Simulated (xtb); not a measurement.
C4H3F3O, SMILES FC1=CCC(F)(F)O1. All values are semi-empirical tight-binding results from xtb (GFN2-xTB unless named), good for trends rather than for accurate numbers. The structure is a stationary point at GFN2-xTB. The structure was generated by enumeration, and PubChem lists no compound with its InChIKey, so it may never have been made. One conformer was computed; it need not be the lowest.

Computed properties:
```yaml
point_group_as_xtb_finds_it: Cs
orbital_gap: 5.13 eV
dipole_moment: 3.79 D
zero_point_energy: 41.7 kcal/mol
G − E(el) at 298.15 K (modified RRHO): 22.2 kcal/mol
static polarisability (D4 model): 53.1 bohr³
solvation energy, GFN2-xTB/ALPB(water): -3.2 kcal/mol
solvation energy, GFN2-xTB/ALPB(benzene): -4.2 kcal/mol
```

Computed IR lines (harmonic; lines under 4 % of the strongest left out, lines within 3 cm⁻¹ merged):
ν (cm⁻¹): 395 (w), 559 (w), 734 (w), 890 (m), 981 (m), 1011 (w), 1031 (m), 1078 (vs), 1139 (s), 1213 (m), 1249 (vs), 1752 (s) (against the strongest line: vs over 80 %, s over 45 %, m over 15 %, w over 4 %, vw less)
